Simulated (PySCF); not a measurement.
**CrCl at ωB97X-V**

Level: ωB97X-V. PySCF, no relativity, basis sets Cr def2-TZVPP, Cl def2-TZVPP.

```
state                                            : ⁶Σ⁺ (sextet), unpaired electrons σ ↑, π ↑↑, δ ↑↑
bond length                                      : 2.215 Å
harmonic wavenumber                              : 390 cm⁻¹
force constant                                   : 1.88 mdyn/Å
rotational constant Be                           : 0.1645 cm⁻¹
anharmonicity ωexe                               : 1.54 cm⁻¹
vibration–rotation constant αe                   : 0.000921 cm⁻¹
well depth De to Cr (3d5 4s1) + Cl               : 93.4 kcal/mol
dissociation energy D0                           : 92.8 kcal/mol
bond order (Mayer)                               : 1.00
dipole moment (positive dipole means Cr(−)Cl(+)) : -5.87 D
```

The metal atom is held in its measured ground configuration; semilocal functionals can put another filling of s and d lower by some tenths of an eV, and De to that atom would be smaller. With d or f electrons several states lie close, and the lowest PBE0 determinant need not be the measured ground state.
